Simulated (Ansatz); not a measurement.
# Ligand exchange: CH2BrCl + AuH → CH3Cl + AuBr

Gas-phase species: CH2BrCl (bromochloromethane) `ClCBr`, singlet; AuH, singlet; CH3Cl (chloromethane) `CCl`, singlet; AuBr, singlet. The partners trade Br for H: C–Br and Au–H bonds give way to C–H and Au–Br.

Shapes, held fixed at every level: PBE0-D4/def2-TZVP. Programs: Ansatz 0.2.0. The zero-point and thermal change to 298 K, harmonic and unscaled (PBE0-D4/def2-TZVP), is +11.0 kJ/mol.

Problem. Estimate ΔH(298 K) of this reaction.

Solution. The highest level, CCSD(T)/def2-TZVPP, gives ΔH(298 K) = -94.9 kJ/mol; the levels span -114.8 to -86.2. The column of differences is taken from that level and isn't an error. No measured value is set beside it here. For atoms past krypton def2 sets carry core potentials with scalar relativity. Relativity is left out for Br. Outer-core shells of Au, Br are correlated, in sets that cover them unevenly. Times are processor times on shared x86 and Arm servers, and rough.

| level | kind | ΔH(298 K) (kJ/mol) | less CCSD(T)/def2-TZVPP | CPU time (sum over the molecules) |
| --- | --- | --- | --- | --- |
| r2SCAN-D4/def2-TZVPP | meta-GGA | -91.1 | +3.8 | 19 s |
| PBE0-D4/def2-TZVPP | global hybrid | -101.7 | -6.8 | 10 s |
| r2SCAN0-D4/def2-TZVPP | global hybrid | -104.5 | -9.6 | 18 s |
| wB97X-V/def2-TZVPP | range-separated hybrid | -114.8 | -19.9 | 25 s |
| B2PLYP/def2-TZVPP | double hybrid | -101.3 | -6.4 | 15 s |
| MP2/def2-SVP | perturbation theory | -86.2 | +8.7 | – |
| CCSD(T)/def2-TZVPP | coupled cluster or CI | -94.9 | 0.0 | – |
